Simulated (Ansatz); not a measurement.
A nudged elastic band was laid between two geometries of CH4AlClO2 (9 atoms, charge 0, multiplicity 1).

Theory: Ansatz, RKS PBE0-D4/STO-3G.

```
movable images  : 7
climbing image  : yes
spring          : 5.0 eV/Å²
optimiser       : quadratic models (default)
start path      : through a guess of the saddle point
force threshold : 0.05 eV/Å
iteration limit : 51
end points      : relaxed
```

Image 0:

```xyz
9
Properties=species:S:1:pos:R:3
O 2.036 0.045 -0.472
C 0.766 -0.692 -0.426
Al -0.720 0.269 0.329
O -1.766 -0.377 1.480
Cl -1.064 2.238 -0.279
H 1.813 0.806 -1.117
H 0.972 -1.582 0.195
H 0.503 -1.088 -1.430
H -2.452 0.335 1.704
```

Image 8:

```xyz
9
Properties=species:S:1:pos:R:3
O 1.904 -0.657 0.097
C 0.720 -0.475 -0.755
Al -0.869 0.094 0.170
O -0.771 1.199 1.437
Cl -2.773 -0.601 -0.335
H 2.098 0.300 0.395
H 0.543 -1.463 -1.216
H 0.943 0.207 -1.603
H -1.707 1.349 1.794
```

(1) What changes between the two ends?

(2) Give the energies along the band, and the barrier.

(3) What is the geometry of the highest image?

Answers

(1) No bond is made or broken. The dihedral O1–C2–Al3–Cl5 goes from 46 to -142°.

(2) The run converged. The highest image is number 4 of 0 to 8, 1.1 kcal/mol above the first end and 0.8 kcal/mol above the last; the last end lies 0.2 kcal/mol above the first. A vibrational analysis at the climbing image gives no mode beyond 40i cm⁻¹: the surface is too flat there to confirm a saddle point. Limits of this set-up: minimal basis.

```json
{"image": "0", "path coordinate (Å)": "0.00", "energy (kcal/mol)": "0.0", "dihedral O1–C2–Al3–Cl5 (°)": "46"}
{"image": "1", "path coordinate (Å)": "0.70", "energy (kcal/mol)": "0.2", "dihedral O1–C2–Al3–Cl5 (°)": "68"}
{"image": "2", "path coordinate (Å)": "1.39", "energy (kcal/mol)": "0.6", "dihedral O1–C2–Al3–Cl5 (°)": "90"}
{"image": "3", "path coordinate (Å)": "2.09", "energy (kcal/mol)": "0.9", "dihedral O1–C2–Al3–Cl5 (°)": "113"}
{"image": "4", "path coordinate (Å)": "2.79", "energy (kcal/mol)": "1.1", "dihedral O1–C2–Al3–Cl5 (°)": "136"}
{"image": "5", "path coordinate (Å)": "3.44", "energy (kcal/mol)": "0.9", "dihedral O1–C2–Al3–Cl5 (°)": "156"}
{"image": "6", "path coordinate (Å)": "4.09", "energy (kcal/mol)": "0.6", "dihedral O1–C2–Al3–Cl5 (°)": "176"}
{"image": "7", "path coordinate (Å)": "4.74", "energy (kcal/mol)": "0.3", "dihedral O1–C2–Al3–Cl5 (°)": "-164"}
{"image": "8", "path coordinate (Å)": "5.39", "energy (kcal/mol)": "0.2", "dihedral O1–C2–Al3–Cl5 (°)": "-142"}
```

(3) 
```xyz
9
Properties=species:S:1:pos:R:3
O 1.958 -0.538 0.107
C 0.697 -0.599 -0.648
Al -0.818 0.272 0.165
O -1.186 0.135 1.803
Cl -2.090 1.484 -0.969
H 2.234 0.436 -0.026
H 0.473 -1.678 -0.733
H 0.838 -0.247 -1.690
H -2.018 0.688 1.975
```

The run took 5.6 min on 1 thread of Intel(R) Xeon(R) Processor @ 2.50GHz (Skylake/Cascade Lake), with other jobs on the host, peak memory 0.12 GiB.
